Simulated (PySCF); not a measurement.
**From a raw peak list to a structure**

Formula C₆H₅F₃O. The spectrum was simulated from the full spin Hamiltonian at 400 MHz with 1.0 Hz Lorentzian lines, from shifts rounded to 0.01 ppm and J to 0.1 Hz, couplings under 1 Hz left out.

```tsv
region	integral (H)	ppm	Hz	height
1	1	7.348	2939.1	52
1		7.345	2938.1	64
1		7.344	2937.6	64
1		7.341	2936.5	52
1		7.300	2920.0	57
1		7.297	2919.0	70
1		7.296	2918.4	70
1		7.293	2917.4	58
2	1	6.916	2766.2	16
2		6.912	2764.6	23
2		6.907	2763.0	48
2		6.905	2761.9	55
2		6.903	2761.4	57
2		6.900	2760.2	60
2		6.900	2759.9	60
2		6.897	2758.7	56
2		6.895	2758.1	56
2		6.893	2757.0	48
2		6.889	2755.4	23
2		6.887	2754.9	21
2		6.885	2753.8	16
3	1	6.529	2611.4	32
3		6.524	2609.6	85
3		6.521	2608.3	100
3		6.519	2607.8	100
3		6.516	2606.5	86
3		6.512	2604.7	32
4	1	6.371	2548.4	81
4		6.337	2534.9	93
4		6.323	2529.2	73
4		6.289	2515.7	85
5	1	5.892	2356.8	32
5		5.888	2355.2	67
5		5.885	2353.8	66
5		5.881	2352.2	31
5		5.858	2343.2	28
5		5.854	2341.7	57
5		5.851	2340.3	57
5		5.847	2338.8	27
```

¹³C{¹H} NMR (computed): δ 187.6 (C, q, J = 36.3 Hz), 147.7 (CH2), 141.2 (C), 140.6 (CH), 133.4 (CH2), 120.6 (C, q, J = 357.4 Hz).

All values are calculated (PySCF 2.14.0 with density-fitted response routines): couplings computed with B3LYP/pcJ-1 (spin–dipole term only in couplings to heteroatoms), structure optimised with PBE0-D3(BJ)/def2-SVP, GIAO PBE0/pcSseg-1 shieldings. Fast rotation and ring inversion assumed for equivalent nuclei, no solvent, relativity neglected, one computed conformer.

Shifts are taken against calculated references (same method and geometry level): ¹H (σ = 31.27 ppm), ¹³C (σ = 184.41 ppm) vs TMS.

(1) Analyse the multiplets.

(2) What is the compound?

## Answers

(1) ¹H NMR (400 MHz, computed): δ 7.32 (ddd, J = 19.2, 1.7, 1.0 Hz, 1H), 6.90 (qdd, J = 3.3, 1.7, 1.0 Hz, 1H), 6.52 (qd, J = 1.9, 1.2 Hz, 1H), 6.33 (dd, J = 19.2, 13.5 Hz, 1H), 5.87 (dq, J = 13.5, 1.5 Hz, 1H). These are first-order names from the parameters used; overlap and second-order distortion can hide them in the list.

(2) SMILES C=CC(=C)C(=O)C(F)(F)F.

Mapped SMILES: `[CH2:1]=[CH:2][C:3](=[CH2:4])[C:5](=[O:6])[C:7]([F:8])([F:9])[F:10]`; H(Xn) means a hydrogen on atom n. Ha(C4) is cis to C2; Ha(C1) is cis to C3; Hb(C4) is trans to C2; Hb(C1) is trans to C3.

1. δ 7.32: Ha(C1), hydrogen on a terminal =CH2 carbon, coupled to H(C2) (19.2 Hz), Hb(C1) (1.7 Hz), Hb(C4) (1.0 Hz).
2. δ 6.90: Hb(C4), hydrogen on a β carbon of a C=C–C=O unit, coupled to F8/F9/F10 (3.3 Hz), Hb(C1) (1.7 Hz), Ha(C1) (1.0 Hz).
3. δ 6.52: Ha(C4), hydrogen on a β carbon of a C=C–C=O unit, coupled to F8/F9/F10 (1.9 Hz), Hb(C1) (1.2 Hz).
4. δ 6.33: H(C2), hydrogen on an alkene CH, coupled to Ha(C1) (19.2 Hz), Hb(C1) (13.5 Hz).
5. δ 5.87: Hb(C1), hydrogen on a terminal =CH2 carbon, coupled to H(C2) (13.5 Hz), Ha(C1) and Hb(C4) and Ha(C4) (1.5 Hz).

The data come from this structure; uniqueness wasn't tested.

C–F couplings over four or more bonds (about 3 Hz to the para carbon of a fluoroarene) are left out. Common functionals overestimate the size of one-bond C–F couplings by tens of Hz; these are unscaled. Splittings below 1 Hz are ignored in the labels, and close J values are merged. Unscaled 3J(H,H) at this level run about 10 % above measured values. Shifts are as computed. Against solution values, carbons near 30 ppm lie about +2 ppm off and those near 130 ppm about +5 ppm. Of 1211 compounds with measured shifts, 218 miss one by over three times the rms of a fit or turn the order of signals round; such compounds aren't used in these exercises.
